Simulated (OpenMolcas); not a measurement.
**OpenMolcas run: Zr+**

Input:

```
&GATEWAY
Coord
1

Zr 0.0 0.0 0.0
Basis=ANO-R3
Group=XYZ
NoMove
AngMom=0.0 0.0 0.0
AMFI
&SEWARD
&RASSCF
FileOrb=start.orb
Symmetry=1
Spin=4
nActEl=3 0 0
Inactive=9 9
Ras2=6 0
CIRoot=20 20 1
SDav=20
CIMx=300
Iter=120 100
PrWF=0.3
OrbListing=Nothing
MaxOrb=0
Atom
>>> COPY $Project.JobIph JOB001
&RASSCF
FileOrb=start.orb
Symmetry=1
Spin=2
nActEl=3 0 0
Inactive=9 9
Ras2=6 0
CIRoot=70 70 1
SDav=70
CIMx=300
Iter=120 100
PrWF=0.3
OrbListing=Nothing
MaxOrb=0
Atom
CIOnly
>>> COPY $Project.JobIph JOB002
&RASSI
NrOfJobIphs=2 20 49
1 2 3 4 5 6 7 8 9 10 11 12 13 14 15 16 17 18 19 20
1 2 3 4 5 6 7 8 9 10 11 12 13 14 15 16 17 18 19 20 21 22 23 24 25 26 27
28 29 30 31 32 33 34 35 36 37 38 39 40 41 42 43 44 45 46 47 48 49
IphNames
JOB001
JOB002
EJob
SpinOrbit
DIPRint=1.0
SOCoupling=1000.0
Subsets=2
MEES
Property=10
'ANGMOM' 1 'ANGMOM' 2 'ANGMOM' 3 'MLTPL  1' 1 'MLTPL  1' 2 'MLTPL  1' 3
'AMFI' 1 'AMFI' 2 'AMFI' 3 'MLTPL  2' 6
SOProperty=3
'ANGMOM' 1 'ANGMOM' 2 'ANGMOM' 3
```

Launched by
```bash
OMP_NUM_THREADS=1 MOLCAS_MEM=2252 MOLCAS_PROJECT=a pymolcas a.inp > a.log  # once for each step of the input, in one work folder
```

A driver script runs the steps one by one and writes start.orb anew before each from the orbitals found so far, so a CI-only block uses the converged orbitals of the first block.

Output, cut to the results:

```
--- SEWARD ---
Basis set label: ZR.ANO-R...8S6P5D3F2G1H.

      Electronic valence basis set:
      ------------------
      Associated Effective Charge  40.000000 au
      Associated Actual Charge     40.000000 au
      Nuclear Model: Finite nucleus - Gaussian distribution
        Gaussian exponent, Xi/bohr**(-2):  2.25444E+08

      Shell  nPrim  nBasis  Cartesian Spherical Contaminant
         s      23       8        X
         p      15       6        X
         d      12       5                 X
         f       6       3                 X
         g       5       2                 X
         h       3       1                 X
                  Relativistic X2C integrals
                  Atomic mean-field integrals
--- RASSCF ---
Wave function specifications:
      -----------------------------

      Number of closed shell electrons          36
      Number of electrons in active shells       3
      Max number of holes in RAS1 space          0
      Max nr of electrons in RAS3 space          0
      Number of inactive orbitals               18
      Number of active orbitals                  6
      Number of secondary orbitals              77
      Spin quantum number                      1.5
      State symmetry                             1
Orbital specifications:
      -----------------------

      Symmetry species                           1   2
                                                ag  au
      Frozen orbitals                            0   0
      Inactive orbitals                          9   9
      Active orbitals                            6   0
      RAS1 orbitals                              0   0
      RAS2 orbitals                              6   0
      RAS3 orbitals                              0   0
      Secondary orbitals                        36  41
      Deleted orbitals                           0   0
      Number of basis functions                 51  50
      Number of CSFs                            20
      Number of root(s) required                20
      Iter CI   SX   CI       RASSCF       Energy    max ROT     max BLB   max BLB  Level Ln srch  Step   QN
          iter iter root      energy       change     param      element    value   shift minimum  type update
 Nr of preliminary CI iterations:   1
      Total energies have been shifted. Add                -3000.00 au
        1   1    3    0  -596.00149514    0.00E+00  -1.95E-07    7  13 2  8.37E-08   0.34   0.00    SX    NO
        2   1    2    0  -596.00149514   -3.64E-12   5.42E-08   15  17 1  3.67E-08   0.34   0.00    SX    NO
        3   1    1    0  -596.00149514   -2.27E-12   0.00E+00   15  18 1  2.56E-08   0.34   0.00    SX    NO
        4   1    1    0  -596.00149514   -1.82E-12   0.00E+00   15  18 1  2.56E-08   0.34   0.00    SX    NO
      Convergence after  4 iterations
        5   1    1    0  -596.00149514   -9.09E-13   0.00E+00   15  18 1  2.56E-08   0.34   0.00    SX    NO
      Natural orbitals and occupation numbers for root  1
      sym 1:   0.625948   0.374052   0.625948   0.000000   0.374052   1.000000
      Natural orbitals and occupation numbers for root  2
      sym 1:   0.233038   0.766962   0.233038   0.000000   0.766962   1.000000
      Natural orbitals and occupation numbers for root  3
      sym 1:   0.351170   0.351170   0.648830   0.648830   0.000000   1.000000
::    RASSCF root number  1 Total energy:  -3596.02131707
::    RASSCF root number  2 Total energy:  -3596.02131707
::    RASSCF root number  3 Total energy:  -3596.02131707
::    RASSCF root number  4 Total energy:  -3596.02131707
::    RASSCF root number  5 Total energy:  -3596.02131707
::    RASSCF root number  6 Total energy:  -3596.02131707
::    RASSCF root number  7 Total energy:  -3596.02131707
::    RASSCF root number  8 Total energy:  -3596.00598529
::    RASSCF root number  9 Total energy:  -3596.00598529
::    RASSCF root number 10 Total energy:  -3596.00598529
::    RASSCF root number 11 Total energy:  -3596.00598529
::    RASSCF root number 12 Total energy:  -3596.00598529
::    RASSCF root number 13 Total energy:  -3596.00598529
::    RASSCF root number 14 Total energy:  -3596.00598529
::    RASSCF root number 15 Total energy:  -3595.98079694
::    RASSCF root number 16 Total energy:  -3595.98079694
::    RASSCF root number 17 Total energy:  -3595.98079694
::    RASSCF root number 18 Total energy:  -3595.96546516
::    RASSCF root number 19 Total energy:  -3595.96546516
...
--- RASSI ---
SPIN-FREE ENERGIES:
  (Shifted by EMIN (a.u.) =      -3596.0213170691)

 SF State       Relative EMIN(au)   Rel lowest level(eV)    D:o, cm**(-1)      L_eff

     1             0.0000000000        0.0000000000              0.0000         3.0
     2             0.0000000000        0.0000000000              0.0000         3.0
     3             0.0000000000        0.0000000000              0.0000         3.0
     4             0.0000000000        0.0000000000              0.0000         3.0
     5             0.0000000000        0.0000000000              0.0000         3.0
     6             0.0000000000        0.0000000000              0.0000         3.0
     7             0.0000000000        0.0000000000              0.0000         3.0
     8             0.0153317806        0.4171990039           3364.9369         3.0
     9             0.0153317806        0.4171990039           3364.9369         3.0
    10             0.0153317806        0.4171990039           3364.9369         3.0
    11             0.0153317806        0.4171990039           3364.9369         3.0
    12             0.0153317806        0.4171990039           3364.9369         3.0
    13             0.0153317806        0.4171990039           3364.9369         3.0
    14             0.0153317806        0.4171990039           3364.9369         3.0
    21             0.0261633134        0.7119400265           5742.1836         2.0
    22             0.0261633134        0.7119400265           5742.1836         2.0
    23             0.0261633134        0.7119400265           5742.1836         2.0
    24             0.0261633134        0.7119400265           5742.1836         2.0
    25             0.0261633134        0.7119400265           5742.1836         2.0
    26             0.0341645757        0.9296654649           7498.2577         1.0
    27             0.0341645757        0.9296654649           7498.2577         1.0
...
```

Levels above the lowest, from the spin-orbit matrix, grouped by J:

```json
{"Configuration": "4d2 5s", "Term": "4F", "J": "3/2", "E (cm-1)": "0.0", "Measured (cm-1)": "0.0", "g": "0.401", "Term weight %": "100", "Second": ""}
{"Configuration": "4d2 5s", "Term": "4F", "J": "5/2", "E (cm-1)": "303", "Measured (cm-1)": "315", "g": "1.029", "Term weight %": "100", "Second": ""}
{"Configuration": "4d2 5s", "Term": "4F", "J": "7/2", "E (cm-1)": "724", "Measured (cm-1)": "763", "g": "1.238", "Term weight %": "100", "Second": ""}
{"Configuration": "4d2 5s", "Term": "4F", "J": "9/2", "E (cm-1)": "1253", "Measured (cm-1)": "1323", "g": "1.334", "Term weight %": "100", "Second": ""}
{"Configuration": "4d3", "Term": "4F", "J": "3/2", "E (cm-1)": "3334", "Measured (cm-1)": "2572", "g": "0.405", "Term weight %": "98", "Second": ""}
{"Configuration": "4d3", "Term": "4F", "J": "5/2", "E (cm-1)": "3663", "Measured (cm-1)": "2895", "g": "1.030", "Term weight %": "99", "Second": ""}
{"Configuration": "4d3", "Term": "4F", "J": "7/2", "E (cm-1)": "4090", "Measured (cm-1)": "3300", "g": "1.238", "Term weight %": "100", "Second": ""}
{"Configuration": "4d3", "Term": "4F", "J": "9/2", "E (cm-1)": "4586", "Measured (cm-1)": "3758", "g": "1.333", "Term weight %": "99", "Second": ""}
{"Configuration": "4d2 5s", "Term": "2D(1)", "J": "3/2", "E (cm-1)": "6245", "Measured (cm-1)": "4248", "g": "0.823", "Term weight %": "92", "Second": "6 4d3 2P"}
{"Configuration": "4d2 5s", "Term": "2D(1)", "J": "5/2", "E (cm-1)": "6530", "Measured (cm-1)": "4505", "g": "1.200", "Term weight %": "96", "Second": ""}
{"Configuration": "4d3", "Term": "2P", "J": "1/2", "E (cm-1)": "7974", "Measured (cm-1)": "", "g": "0.679", "Term weight %": "99", "Second": ""}
{"Configuration": "4d3", "Term": "2P", "J": "3/2", "E (cm-1)": "8395", "Measured (cm-1)": "", "g": "1.315", "Term weight %": "92", "Second": "5 4d2 5s 2D(1)"}
{"Configuration": "4d2 5s", "Term": "2F", "J": "5/2", "E (cm-1)": "9144", "Measured (cm-1)": "5753", "g": "0.865", "Term weight %": "98", "Second": ""}
{"Configuration": "4d2 5s", "Term": "4P", "J": "1/2", "E (cm-1)": "9338", "Measured (cm-1)": "", "g": "2.668", "Term weight %": "100", "Second": ""}
{"Configuration": "4d2 5s", "Term": "4P", "J": "3/2", "E (cm-1)": "9529", "Measured (cm-1)": "", "g": "1.727", "Term weight %": "99", "Second": ""}
{"Configuration": "4d2 5s", "Term": "2F", "J": "7/2", "E (cm-1)": "9802", "Measured (cm-1)": "6468", "g": "1.138", "Term weight %": "98", "Second": ""}
{"Configuration": "4d2 5s", "Term": "4P", "J": "5/2", "E (cm-1)": "9848", "Measured (cm-1)": "", "g": "1.592", "Term weight %": "98", "Second": ""}
{"Configuration": "4d3", "Term": "2G", "J": "7/2", "E (cm-1)": "10404", "Measured (cm-1)": "", "g": "0.894", "Term weight %": "98", "Second": ""}
{"Configuration": "4d3", "Term": "2G", "J": "9/2", "E (cm-1)": "10693", "Measured (cm-1)": "", "g": "1.111", "Term weight %": "99", "Second": ""}
{"Configuration": "4d3", "Term": "4P", "J": "1/2", "E (cm-1)": "12725", "Measured (cm-1)": "", "g": "2.660", "Term weight %": "99", "Second": ""}
{"Configuration": "4d3", "Term": "4P", "J": "3/2", "E (cm-1)": "12938", "Measured (cm-1)": "", "g": "1.730", "Term weight %": "99", "Second": ""}
{"Configuration": "4d3", "Term": "4P", "J": "5/2", "E (cm-1)": "13165", "Measured (cm-1)": "", "g": "1.601", "Term weight %": "100", "Second": ""}
{"Configuration": "4d3", "Term": "2H", "J": "9/2", "E (cm-1)": "16147", "Measured (cm-1)": "", "g": "0.913", "Term weight %": "98", "Second": ""}
{"Configuration": "4d3", "Term": "2H", "J": "11/2", "E (cm-1)": "16536", "Measured (cm-1)": "", "g": "1.091", "Term weight %": "100", "Second": ""}
```

Against the 11 measured excited levels shown (NIST Handbook of Basic Atomic Spectroscopic Data) the mean absolute deviation is 1300 cm-1; the largest miss in energy is 4d2 5s 2F 5/2: computed 9144, measured 5753 cm-1 (+58.9 %).

Without dynamic correlation excited terms often stand tens of per cent too high (terms of higher spin than the ground term too low), and those without a measured partner can miss by more than the paired ones. Terms from blocks run as CI alone lack orbitals of their own. Configurations are named by rounded mean occupations; where the s occupation lies near a half they are strongly mixed, a name can repeat and a true partner stay unpaired. A single d shell beside an s shell can misplace configurations of different d count against each other. Computed and measured levels are paired by configuration, term and J; levels that our copy of the source lacks, or whose pairing is in doubt (as where it misses far off the trend of its configuration), stay unpaired and out of the deviations. Levels of configurations outside the active space are missing. The first state left out of the spin-orbit step lies near 21000 cm-1 above the lowest spin-free state of the reference (among the parities and spins computed), and the list stops at four fifths of that energy or lower.

The RASSCF and RASSI steps took 27 s on 1 thread of Arm Neoverse V1, with other jobs on the host; the integral step is not counted.

The term weight is that of the spin-free term in the level, not the purity of its configuration. A number in round brackets counts repeated terms of one configuration in the order of the reference energies.
